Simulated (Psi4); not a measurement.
Psi4 input (wB97X-D/6-31G*):

```
memory 1500 MB

molecule {
2 2
C    -0.57953100   -0.00171300   -0.00616400
C     0.67202200    0.00198600    0.00714800
H     1.75324300    0.00518200    0.01864900
H    -1.15674200    0.93590400   -0.02445500
H    -1.15144900   -0.94272600   -0.00009700
symmetry c1
no_reorient
no_com
}

set {
  basis 6-31G*
  reference uks
  scf_type pk
  dft_radial_points 99
  dft_spherical_points 590
  e_convergence 1e-8
  d_convergence 1e-7
  maxiter 150
}

e = energy('wb97x-d')
print_out(f'\nFINAL {e:.10f} DIPOLE {variable("CURRENT DIPOLE")[0]:.6f} {variable("CURRENT DIPOLE")[1]:.6f} {variable("CURRENT DIPOLE")[2]:.6f}\n')
```

Output:

```
   => Loading Basis Set <=

    Name: 6-31G*
    Role: ORBITAL
    Keyword: BASIS
    atoms 1-2 entry C          line   111 file 6-31gs.gbs
    atoms 3-5 entry H          line    44 file 6-31gs.gbs

   => WB97X-D: Empirical Dispersion <=

    Chai and Head-Gordon Dispersion Correction
    Chai, J.-D.; Head-Gordon, M. (2010), J. Chem. Phys., 132: 6615-6620

        s6 =       1.000000

         ---------------------------------------------------------
                                   SCF
               by Justin Turney, Rob Parrish, Andy Simmonett
                          and Daniel G. A. Smith
                              UKS Reference
         ---------------------------------------------------------

  ==> Geometry <==

    Molecular point group: c1
    Full point group: C1

    Geometry (in Angstrom), charge = 2, multiplicity = 2:

       Center              X                  Y                   Z               Mass
    ------------   -----------------  -----------------  -----------------  -----------------
         C           -0.579531000000    -0.001713000000    -0.006164000000    12.000000000000
         C            0.672022000000     0.001986000000     0.007148000000    12.000000000000
         H            1.753243000000     0.005182000000     0.018649000000     1.007825032230
         H           -1.156742000000     0.935904000000    -0.024455000000     1.007825032230
         H           -1.151449000000    -0.942726000000    -0.000097000000     1.007825032230

  Running in c1 symmetry.

  Rotational constants: A =      9.47725  B =      1.10657  C =      0.99087 [cm^-1]
  Rotational constants: A = 284120.84392  B =  33174.14047  C =  29705.68477 [MHz]
  Nuclear repulsion =   29.004510975623766

  Charge       = 2
  Multiplicity = 2
  Electrons    = 13
  Nalpha       = 7
  Nbeta        = 6

  ==> Algorithm <==

  SCF Algorithm Type is PK.
  DIIS enabled.
  MOM disabled.
  Fractional occupation disabled.
  Guess Type is SAD.
  Energy threshold   = 1.00e-08
  Density threshold  = 1.00e-07
  Integral threshold = 1.00e-12

  ==> Primary Basis <==

  Basis Set: 6-31G*
    Blend: 6-31G*
    Number of shells: 18
    Number of basis functions: 36
    Number of Cartesian functions: 36
    Spherical Harmonics?: false
    Max angular momentum: 2

  ==> DFT Potential <==

   => LibXC <=

    Version 7.1.2
    S. Lehtola, C. Steigemann, M. J. T. Oliveira, and M. A. L. Marques,  SoftwareX 7, 1–5 (2018) (10.1016/j.softx.2017.11.002)

   => Composite Functional: WB97X-D <=

    wB97X-D Hyb-GGA Exchange-Correlation Functional

    J.-D. Chai and M. Head-Gordon,  Phys. Chem. Chem. Phys. 10, 6615–6620 (2008) (10.1039/B810189B)

    Deriv               =              1
    GGA                 =           TRUE
    Meta                =          FALSE

    Exchange Hybrid     =           TRUE
    MP2 Hybrid          =          FALSE

   => Exchange-Correlation Functionals <=

    1.0000   wB97X-D range-separated functional

   => Exact (HF) Exchange <=

    0.7780            HF,LR [omega = 0.2000]
    0.2220               HF

   => LibXC Density Thresholds  <==

    XC_HYB_GGA_XC_WB97X_D:  1.00E-14

   => Molecular Quadrature <=

    Radial Scheme          =       TREUTLER
    Pruning Scheme         =           NONE
    Nuclear Scheme         =       TREUTLER

    Blocking Scheme        =         OCTREE
    BS radius alpha        =              1
    Pruning alpha          =              1
    Radial Points          =             99
    Spherical Points       =            590
    Total Points           =         277748
    Total Blocks           =           2096
    Max Points             =            256
    Max Functions          =             36
    Weights Tolerance      =       1.00E-15

  ==> Integral Setup <==

  Using in-core PK algorithm.
   Calculation information:
      Number of atoms:                   5
      Number of AO shells:              18
      Number of primitives:             42
      Number of atomic orbitals:        36
      Number of basis functions:        36

      Integral cutoff                 1.00e-12
      Number of threads:                 1

  Performing in-core PK
  Using 666333 doubles for integral storage.
  We computed 14706 shell quartets total.
  Whereas there are 14706 unique shell quartets.

  Computing range-separated integrals for PK
  We computed 14706 wK shell quartets total.
  Whereas there are 14706 wK unique shell quartets.

  ==> DiskJK: Disk-Based J/K Matrices <==

    J tasked:                  Yes
    K tasked:                  Yes
    wK tasked:                 Yes
    Omega:               2.000E-01
    Schwarz Cutoff:          1E-12


  Cached 100.0% of DFT collocation blocks in 0.279 [GiB].

  Minimum eigenvalue in the overlap matrix is 3.0542422831E-03.
  Reciprocal condition number of the overlap matrix is 5.0755314209E-04.
    Using symmetric orthogonalization.

  ==> Pre-Iterations <==

  SCF Guess: Superposition of Atomic Densities via on-the-fly atomic UHF (no occupation information).

   -------------------------
    Irrep   Nso     Nmo
   -------------------------
     A         36      36
   -------------------------
    Total      36      36
   -------------------------

  ==> Iterations <==

                        Total Energy        Delta E     RMS |[F,P]|

   @UKS iter SAD:   -77.25641984585685   -7.72564e+01   0.00000e+00
   @UKS iter   1:   -76.77137404091881    4.85046e-01   7.14118e-03 ADIIS/DIIS
   @UKS iter   2:   -76.80695640514843   -3.55824e-02   4.36671e-03 ADIIS/DIIS
   @UKS iter   3:   -76.81877157200309   -1.18152e-02   1.27240e-03 ADIIS/DIIS
   @UKS iter   4:   -76.82009168056241   -1.32011e-03   3.21327e-04 ADIIS/DIIS
   @UKS iter   5:   -76.82022148986647   -1.29809e-04   1.12816e-04 ADIIS/DIIS
   @UKS iter   6:   -76.82027289708755   -5.14072e-05   4.16452e-05 DIIS
   @UKS iter   7:   -76.82027951226654   -6.61518e-06   8.21000e-06 DIIS
   @UKS iter   8:   -76.82027972755726   -2.15291e-07   3.09852e-06 DIIS
   @UKS iter   9:   -76.82027977665352   -4.90963e-08   9.54324e-07 DIIS
   @UKS iter  10:   -76.82027978052302   -3.86950e-09   1.87903e-07 DIIS
   @UKS iter  11:   -76.82027978062474   -1.01721e-10   3.04412e-08 DIIS
  Energy and wave function converged.

  ==> Post-Iterations <==

   Electrons on quadrature grid:
      Nalpha   =    7.0000000057 ; deviation = 5.748e-09
      Nbeta    =    6.0000000025 ; deviation = 2.512e-09
      Ntotal   =   13.0000000083 ; deviation = 8.260e-09

   @Spin Contamination Metric:   3.125435928E-03
   @S^2 Expected:                7.500000000E-01
   @S^2 Observed:                7.531254359E-01
   @S   Expected:                5.000000000E-01
   @S   Observed:                5.000000000E-01

    Orbital Energies [Eh]
    ---------------------

    Alpha Occupied:

       1A    -11.125577     2A    -11.019231     3A     -1.610032
       4A     -1.321349     5A     -1.221273     6A     -1.183564
       7A     -1.099100

    Alpha Virtual:

       8A     -0.682947     9A     -0.571929    10A     -0.345993
      11A     -0.283545    12A     -0.242900    13A     -0.123058
      14A     -0.026328    15A      0.016423    16A      0.069207
      17A      0.136713    18A      0.173712    19A      0.251994
      20A      0.340794    21A      0.370100    22A      0.437163
      23A      0.529539    24A      0.728435    25A      0.821977
      26A      0.875271    27A      1.005003    28A      1.211842
      29A      1.236939    30A      1.565119    31A      1.643624
      32A      1.808200    33A      1.966379    34A      2.337107
      35A      3.485833    36A      3.641426

    Beta Occupied:

       1A    -11.116934     2A    -11.014322     3A     -1.562462
       4A     -1.302746     5A     -1.212258     6A     -1.175392

    Beta Virtual:

       7A     -0.772532     8A     -0.664158     9A     -0.491878
      10A     -0.330428    11A     -0.277275    12A     -0.239577
      13A     -0.114010    14A     -0.020464    15A      0.048190
      16A      0.078882    17A      0.170699    18A      0.184835
      19A      0.253724    20A      0.347825    21A      0.371281
      22A      0.441223    23A      0.543131    24A      0.738320
      25A      0.873117    26A      0.929066    27A      1.058295
      28A      1.220986    29A      1.286115    30A      1.610551
      31A      1.666423    32A      1.854455    33A      1.975007
      34A      2.354463    35A      3.520158    36A      3.666505

    Final Occupation by Irrep:
              A
    DOCC [     6 ]
    SOCC [     1 ]
    NA   [     7 ]
    NB   [     6 ]

  @UKS Final Energy:   -76.82027978062474

   => Energetics <=

    Nuclear Repulsion Energy =             29.0045109756237665
    One-Electron Energy =                -150.4307801563434737
    Two-Electron Energy =                  52.3089817918113482
    DFT Exchange-Correlation Energy =      -7.7025787921068449
    Empirical Dispersion Energy =          -0.0004135996095344
    VV10 Nonlocal Energy =                  0.0000000000000000
    Total Energy =                        -76.8202797806247446

  UHF NO Occupations:
  HONO-2 :    5  A 1.9994098
  HONO-1 :    6  A 1.9993499
  HONO-0 :    7  A 1.0000000
  LUNO+0 :    8  A 0.0006501
  LUNO+1 :    9  A 0.0005902
  LUNO+2 :   10  A 0.0002749
  LUNO+3 :   11  A 0.0000471

Computation Completed

Properties will be evaluated at   0.000000,   0.000000,   0.000000 [a0]

Properties computed using the SCF density matrix

 Multipole Moments:

 ------------------------------------------------------------------------------------
     Multipole            Electronic (a.u.)      Nuclear  (a.u.)        Total (a.u.)
 ------------------------------------------------------------------------------------

 L = 1.  Multiply by 2.5417464519 to convert [e a0] to [Debye]
 Dipole X            :          0.2089099           -0.0000038            0.2089061
 Dipole Y            :          0.0006210           -0.0000038            0.0006172
 Dipole Z            :          0.0022202            0.0000019            0.0022221
 Magnitude           :                                                    0.2089188

 ------------------------------------------------------------------------------------

FINAL -76.8202797806 DIPOLE 0.208906 0.000617 0.002222

*** Psi4 exiting successfully. Buy a developer a beer!
```

The dipole moment of an ion depends on the origin.

The geometry given is a B3LYP-D3(BJ)/def2-TZVP minimum of the species of charge 1 and multiplicity 1, not of this state.
